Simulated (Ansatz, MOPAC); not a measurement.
Species: SbCl$_{2}$, charge 1, multiplicity 1. SMILES: [Sb+]([Cl])[Cl]

Atoms: Sb1, Cl2, Cl3. Bonds: Sb1-Cl2, Sb1-Cl3.

Bond lengths (Å) and angles (degrees) optimised at PM3 with MOPAC; HF/3-21G with Ansatz (a first-principles code); PBE/6-31G* with LANL2DZ past Ar with Ansatz; B3LYP/6-31G* with LANL2DZ past Ar with Ansatz, each started from the B3LYP-D3(BJ)/def2-TZVP structure (Ansatz) of the last column. A row stands for all coordinates that are equal there. 6-31G* holds six Cartesian d functions. No wavenumbers were computed at PBE/6-31G* with LANL2DZ past Ar, so these may be saddle points.

```json
[
 {"coordinate": "Sb1-Cl2", "PM3": "2.265", "HF/3-21G": "2.372", "PBE/6-31G* with LANL2DZ past Ar": "2.335", "B3LYP/6-31G* with LANL2DZ past Ar": "2.318", "B3LYP-D3(BJ)/def2-TZVP": "2.274"},
 {"coordinate": "Cl2-Sb1-Cl3", "PM3": "97.7", "HF/3-21G": "99.0", "PBE/6-31G* with LANL2DZ past Ar": "99.9", "B3LYP/6-31G* with LANL2DZ past Ar": "99.6", "B3LYP-D3(BJ)/def2-TZVP": "100.3"}
]
```

Mean signed difference of all 2 bond lengths from B3LYP-D3(BJ)/def2-TZVP: PM3 -0.009 Å, HF/3-21G 0.098 Å, PBE/6-31G* with LANL2DZ past Ar 0.061 Å, B3LYP/6-31G* with LANL2DZ past Ar 0.044 Å.
